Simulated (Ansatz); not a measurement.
Reaction (redistribution): `NPB[SiH3]` + `[SiH3][AlH][S][SiH3]` → `NPS[SiH3]` + `[SiH3][BH][AlH][SiH3]`

Program: Ansatz. Geometries: PBE0-D4/def2-TZVP. ΔE: electronic, gas phase. CBS: MP2 limit from def2 TZ/QZ plus the TZ coupled-cluster correction, frozen cores. Functionals use def2-TZVPP. B3LYP here is the variant with VWN-RPA as its local correlation; programs differ in this. Each species was taken in one conformer, which may not be the lowest.

Problem. Is it downhill or uphill in electronic energy at CCSD(T)/CBS, and by how much? (Best estimate.)

Solution. Computed: Uphill: ΔE = +154.7 kJ/mol.

Problem. What do these levels give: PBE-D4, r2SCAN-D4, PBE0-D4, B3LYP-D4, ωB97M-V, PBE, HF/def2-TZVPP, SCS-MP2/def2-TZVPP, HF/def2-QZVPP, MP2/def2-QZVPP, SCS-MP2/def2-QZVPP, HF/CBS(def2)? (Best estimate.)

Solution. Computed: PBE-D4 149.5, r2SCAN-D4 158.5, PBE0-D4 152.7, B3LYP-D4 148.3, ωB97M-V 151.8, PBE 147.1, HF/def2-TZVPP 135.9, SCS-MP2/def2-TZVPP 154.0, HF/def2-QZVPP 135.1, MP2/def2-QZVPP 163.1, SCS-MP2/def2-QZVPP 153.7, HF/CBS(def2) 135.0 kJ/mol.

Largest T1 diagnostic among the species: 0.017.

The D4 term adds +4.0 kJ/mol with B3LYP and +2.1 kJ/mol with PBE0; it sums over pairs of atoms, weighted by their polarisabilities, and B3LYP, whose exchange is more repulsive, gets the larger term. From PBE to PBE0 (25 % exact exchange), in def2-TZVPP and without D4, ΔE moves by +3.5 kJ/mol.
